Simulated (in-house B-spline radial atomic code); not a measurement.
A fraction x of an electron is added to 5s in Nb, starting from [Kr] 4d4 5s1 and keeping the highest spin. Level of theory: scalar-relativistic (X2C) AM05, spin-polarised, spherical fractional occupations, Fermi nucleus of rms radius 4.324 fm; calculated with an all-electron radial atomic-structure program (B-spline basis).

| x | E(x) - E(0) (eV) | 5s down level (eV) |
| --- | --- | --- |
| 0 | 0.0000 | - |
| 0.1 | -0.2280 | -2.069 |
| 0.2 | -0.4147 | -1.669 |
| 0.3 | -0.5623 | -1.285 |
| 0.4 | ? | ? |
| 0.5 | ? | ? |
| 0.6 | -0.7821 | -0.196 |

(1) What belongs in the row x = 0.4?

(2) What belongs in the row x = 0.5?

(3) Check Janak's theorem between x = 0.1 and 0.2.

(4) Up to what added charge does this functional bind the extra electron?

Answers

(1) An energy change of -0.6721 eV; 5s down at -0.912 eV.

(2) An energy change of -0.7450 eV; 5s down at -0.548 eV.

(3) The slope of the energy is -1.87 eV; the orbital levels give -1.87 eV (ε of the filling orbital, averaged over the two points).

(4) The highest level rises by about 3.5 eV per electron near x = 0.6 and would reach zero near x = 0.66, so a whole extra electron isn't bound at the basis-set limit.
